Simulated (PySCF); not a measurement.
Species: C4H4F3 (doublet state).
SMILES with atom numbers: `[CH3:1][CH:2][C:3]([F:4])=[C:5]([F:6])[F:7]` (hydrogens: H8, H9, H10 on C1; H11 on C2)

Geometry (GFN2-xTB, Å), atoms numbered from 1 in this order:
```xyz
11
C4H4F3 angstrom
C     -1.7165   -0.4391   -0.0912
C     -0.2563   -0.5164    0.1301
C      0.6043    0.5318   -0.0931
F      0.1110    1.7090   -0.5401
C      1.9694    0.5084    0.0972
F      2.7943    1.5224   -0.1176
F      2.6170   -0.5687    0.5353
H     -2.0082    0.5453   -0.4460
H     -2.2506   -0.6590    0.8348
H     -2.0267   -1.1897   -0.8205
H      0.1676   -1.4414    0.4850
```

The hyperfine couplings belong to this conformer and change with its torsions.

Method: PySCF, UKS B3LYP, pcH-1 on C F H, non-relativistic, mean-field spin-orbit, GIAO. One conformer (not necessarily the lowest) at the GFN2-xTB geometry, without solvent, vibrations or thermal averaging. A GFN2-xTB geometry isn't a minimum of the functional, and hyperfine couplings can be far from their values at a DFT geometry.

Task: How many α and β electrons are there, and what is ⟨S²⟩ of the pure spin state?

Result: Nα = 28, Nβ = 27 (55 in all), and S(S+1) = 0.75 for S = 1/2.

Mulliken spin populations, one withheld:

```tsv
atom	bound to	population
C1	C2, H8, H9, H10	-0.0534
C2	C1, C3, H11	+0.6424
C3	C2, F4, C5	?
F4	C3	-0.0093
C5	C3, F6, F7	+0.5402
F6	C5	+0.0384
F7	C5	+0.0308
H8	C1	+0.0009
H9	C1	+0.0291
H10	C1	+0.0293
H11	C2	-0.0268
```

Task: What does C3 hold?

Result: The populations add up to Nα − Nβ = 1, and the others sum to 1.2216, so C3 holds -0.222.

Task: How is the spin shared among the elements?

Result: Carbon +0.91, fluorine +0.06, hydrogen +0.03. The positive populations sum to 1.31, the negative ones to -0.31.

Task: With ⟨S²⟩ = 0.7758, find the sum of squared α–β overlaps and estimate the admixture of higher spin.

Result: For a single determinant ⟨S²⟩ = S(S+1) + Nβ − Σ|⟨iα|jβ⟩|², so the squared overlaps of occupied orbitals sum to 27 − 0.0258 = 26.9742. If the quartet state (S + 1) were the only admixture, its weight would be 0.0258/(2S + 2) = 0.86 %. For Kohn–Sham this describes the determinant of the orbitals, not the true wave function.

Task: What Fermi-contact NMR shifts do the couplings of C1, C2, F4, H8/H9/H10, H11 imply at 200 K (Curie law, g = gₑ)?

Result: δ = a_FC·h·gₑ μB S(S+1)/(3 g_N μN kT), with k/h = 20836.6 MHz/K:

```
   nuclei  isotope  a_FC (MHz)     g_N  contact shift (ppm)
       C1      13C      -22.00  1.4048                -3454
       C2      13C       54.84  1.4048                +8609
       F4      19F      -31.97  5.2577                -1341
H8/H9/H10       1H       51.14  5.5857                +2019
      H11       1H      -39.28  5.5857                -1551
```

The shifts go as 1/T: at 250 K they are 0.800 times these. Entries for several nuclei are means.

Nuclei that the bonding pattern makes equivalent are averaged, as if the motion that swaps them (rotation, inversion, ring flip) were fast. The three 1H nuclei of mean +51.1 MHz run from 1.9 to 76.0 MHz in the frozen geometry.

The spin density at the nucleus, in bohr⁻³, is negative for C3 (-0.0548), C1 (-0.0196) and H11 (-0.0088), for instance. A restricted open-shell determinant has no negative spin density anywhere; here it arises because α and β orbitals differ (spin polarisation).

The run took 38 s wall (grids of density and orbitals included) on one thread, Arm Neoverse V1 (aarch64), shared host with 32 logical CPUs at a one-minute load of 17, and the process peaked at 0.74 GiB of memory.
